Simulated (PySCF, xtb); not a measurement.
TaF2, SMILES [Ta]([F])[F] (connectivity only; charge and spin as stated), neutral, multiplicity 4.

Harmonic wavenumbers (cm⁻¹) from GFN2-xTB in xtb 6.7.1 at its own minimum, in rising order: 112, 112, 387, 416.

### Question
What does PySCF with PBE-D3(BJ)/def2-TZVP give at its own minimum? (The exact figures need the calculation; the answer reports its results.)

### Answer
23, 23, 633, 657. Paired by order, the mean absolute difference is 166 cm⁻¹ and the zero-point energies are 1.5 and 1.9 kcal/mol.
